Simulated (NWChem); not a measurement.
Species: TiF4; SMILES [F][Ti]([F])([F])[F]

```xyz
5

Ti     0.0000     0.0000     0.0000
F      1.1346     0.8133    -1.0149
F      0.8383    -1.0923     1.0405
F     -1.1180    -0.8798    -0.9768
F     -0.8550     1.1588     0.9511
```
Atoms are numbered in this order, from 1.

Coordinates come from a PBE0/def2-SVP optimisation.

List the 4 lowest vertical singlet excitations from CAM-B3LYP/def2-SVPD, TDA (NWChem).


```json
[
 {"state": "S1", "energy (eV)": "7.52", "oscillator strength": "0.000", "leading excitation (squared amplitude)": "HOMO → LUMO+1 (0.73)"},
 {"state": "S2", "energy (eV)": "7.52", "oscillator strength": "0.000", "leading excitation (squared amplitude)": "HOMO−1 → LUMO (0.94)"},
 {"state": "S3", "energy (eV)": "7.52", "oscillator strength": "0.000", "leading excitation (squared amplitude)": "HOMO−2 → LUMO+1 (0.73)"},
 {"state": "S4", "energy (eV)": "7.77", "oscillator strength": "0.009", "leading excitation (squared amplitude)": "HOMO−2 → LUMO (0.53)"}
]
```
